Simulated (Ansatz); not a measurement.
**Question.** Name a neutral molecule of Ga, O, Se and H with size of the dipole moment (PBE/def2-TZVPP) between 1.60 and 1.90 D and HOMO energy (ωB97M-V/def2-TZVPP) between -9.80 and -9.50 eV (Ansatz, PBE0-D4/def2-TZVP geometry).

**Answer.** `[OH][Ga]([OH])[SeH]` (1.83 D, -9.68 eV). Other molecules can fit too; these were computed, each in one conformer that needn't be the lowest.
